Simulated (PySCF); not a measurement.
**Dipole response of Ti⁺ (titanium, charge +1)**

[Ar] 3d1 4s2, 2D determinant (an excited configuration). All numbers are calculated (PySCF 2.14, the spin-free X2C one-electron Hamiltonian (Gaussian nucleus), in aug-cc-pVQZ-DK (9s8p6d4f3g2h, 140 functions)). Coupled (time-dependent) response in atomic units; α is the mean over directions.

| method | mean α (bohr³) | α xx, yy, zz | C₆ (like pair) | S(−4) |
| --- | --- | --- | --- | --- |
| PBE0 | 52.32 | 51.45, 51.45, 54.07 | 430.0 | 1355 |

S(−4) is the Cauchy moment in α(ω) = α(0) + S(−4) ω² + …

α(iu) at PBE0:

```tsv
u (hartree)	α(iu) (bohr³)
0	52.32
0.0500	49.15
0.100	41.72
0.200	26.50
0.300	17.04
0.500	8.707
0.750	5.031
1.00	3.449
1.50	2.033
2.00	1.374
3.00	0.7550
5.00	0.3292
```

For an ion, C₆ is the dispersion term alone; charge-induced terms of lower order in 1/R come first.

The components differ because the open shell of this determinant is not spherical; for a pure term their mean is the scalar polarisability.
